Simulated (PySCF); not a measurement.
**The third ionisation energy along the 4d series**

Calculated with PySCF 2.14 from differences of total energies of unrestricted determinants, without spin-orbit coupling. Values in eV. The last column holds reference values (NIST; (s) semi-empirical, (t) theoretical, else measured). Unmarked ones compare directly (S terms, centres of terms, or small fine structure); those marked * lie between the lowest fine-structure levels and include a spin-orbit shift.

```json
{"element": "Zr (aug-cc-pVTZ-PP with ECP28MDF, ECP)", "configurations": "[Kr] 4d2 → [Kr] 4d1", "UHF": "22.402", "SCS-MP2 (valence)": "22.434", "CCSD (valence)": "22.529", "PBE": "23.365", "PBE0": "23.320", "r2SCAN": "23.283", "reference": "23.170 (s) *"}
{"element": "Nb (aug-cc-pVTZ-PP with ECP28MDF, ECP)", "configurations": "[Kr] 4d3 → [Kr] 4d2", "UHF": "24.231", "SCS-MP2 (valence)": "24.334", "CCSD (valence)": "24.606", "PBE": "25.405", "PBE0": "25.332", "r2SCAN": "25.365", "reference": "25.04 (s) *"}
{"element": "Mo (aug-cc-pVTZ-PP with ECP28MDF, ECP)", "configurations": "[Kr] 4d4 → [Kr] 4d3", "UHF": "26.064", "SCS-MP2 (valence)": "26.243", "CCSD (valence)": "26.662", "PBE": "27.321", "PBE0": "27.244", "r2SCAN": "27.107", "reference": "27.13 ± 0.12 (s) *"}
{"element": "Tc (aug-cc-pVTZ-PP with ECP28MDF, ECP)", "configurations": "[Kr] 4d5 → [Kr] 4d4", "UHF": "28.821", "SCS-MP2 (valence)": "29.036", "CCSD (valence)": "29.504", "PBE": "29.877", "PBE0": "29.849", "r2SCAN": "29.876", "reference": "29.55 (s) *"}
{"element": "Ru (aug-cc-pVTZ-PP with ECP28MDF, ECP)", "configurations": "[Kr] 4d6 → [Kr] 4d5", "UHF": "26.442", "SCS-MP2 (valence)": "27.942", "CCSD (valence)": "27.693", "PBE": "28.511", "PBE0": "28.301", "r2SCAN": "27.912", "reference": "28.47 (s) *"}
{"element": "Rh (aug-cc-pVTZ-PP with ECP28MDF, ECP)", "configurations": "[Kr] 4d7 → [Kr] 4d6", "UHF": "29.304", "SCS-MP2 (valence)": "30.817", "CCSD (valence)": "30.584", "PBE": "31.107", "PBE0": "30.955", "r2SCAN": "30.760", "reference": "31.06 (s) *"}
{"element": "Pd (aug-cc-pVTZ-PP with ECP28MDF, ECP)", "configurations": "[Kr] 4d8 → [Kr] 4d7", "UHF": "31.053", "SCS-MP2 (valence)": "32.729", "CCSD (valence)": "32.542", "PBE": "33.041", "PBE0": "32.864", "r2SCAN": "32.858", "reference": "32.93 (s) *"}
{"element": "Ag (aug-cc-pVTZ-PP with ECP28MDF, ECP)", "configurations": "[Kr] 4d9 → [Kr] 4d8", "UHF": "32.889", "SCS-MP2 (valence)": "34.704", "CCSD (valence)": "34.563", "PBE": "34.898", "PBE0": "34.730", "r2SCAN": "34.490", "reference": "34.8 ± 0.3 (s) *"}
{"element": "Cd (aug-cc-pVTZ-PP with ECP28MDF, ECP)", "configurations": "[Kr] 4d10 → [Kr] 4d9", "UHF": "35.887", "SCS-MP2 (valence)": "37.699", "CCSD (valence)": "37.570", "PBE": "37.589", "PBE0": "37.494", "r2SCAN": "37.475", "reference": "37.468 ± 0.006 *"}
```

"Valence" correlates the outer s and p shells and, in groups 3 to 12 and the f block, the outer d or f shell, open or full, or the next shell where the ion has no valence electron left; the wider scheme adds the next inner shell.
